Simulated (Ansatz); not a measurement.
Start from `CO[Si]N` and change one atom or group to get `CO[Si]F`.

Ansatz, PBE0-D4/def2-TZVP geometries, multiplicity 1. Each molecule was computed in one conformer, which needn't be the lowest.

```json
{"property": "HOMO energy (PBE0/def2-TZVPP) / eV", "`CO[Si]N`": "-6.53"}
{"property": "size of the dipole moment (B3LYP/def2-TZVPP) / D", "`CO[Si]N`": "0.77"}
{"property": "size of the dipole moment (ωB97M-V/def2-TZVPP) / D", "`CO[Si]N`": "0.72"}
{"property": "HOMO energy (PBE/def2-TZVPP) / eV", "`CO[Si]N`": "-5.40"}
{"property": "ideal-gas entropy at 298 K and 1 bar (rigid rotor, harmonic PBE0-D4/def2-TZVP) / J/(mol·K)", "`CO[Si]N`": "315"}
{"property": "LUMO energy (PBE/def2-TZVPP) / eV", "`CO[Si]N`": "-1.47"}
```

(1) Give the same properties after the change, and the shifts. (Estimate.)

## Answers

(1) The calculation gave: 
```csv
property,`CO[Si]F`,shift
HOMO energy (PBE0/def2-TZVPP) / eV,-7.59,-1.06
size of the dipole moment (B3LYP/def2-TZVPP) / D,1.45,0.68
size of the dipole moment (ωB97M-V/def2-TZVPP) / D,1.38,0.66
HOMO energy (PBE/def2-TZVPP) / eV,-6.43,-1.03
"ideal-gas entropy at 298 K and 1 bar (rigid rotor, harmonic PBE0-D4/def2-TZVP) / J/(mol·K)",308,-7
LUMO energy (PBE/def2-TZVPP) / eV,-2.24,-0.77
```

With PBE0 the HOMO falls by 1.06 eV and the LUMO falls by 0.76 eV, so the gap widens by about 0.30 eV. PBE moves the HOMO by -1.03 eV and ωB97M-V by -1.08 eV. The zero-point energy changes by -62.4 kJ/mol with -6 modes. Dipoles are sizes alone; their direction can turn.

B3LYP here is the variant with VWN-RPA as its local correlation; programs differ in this.
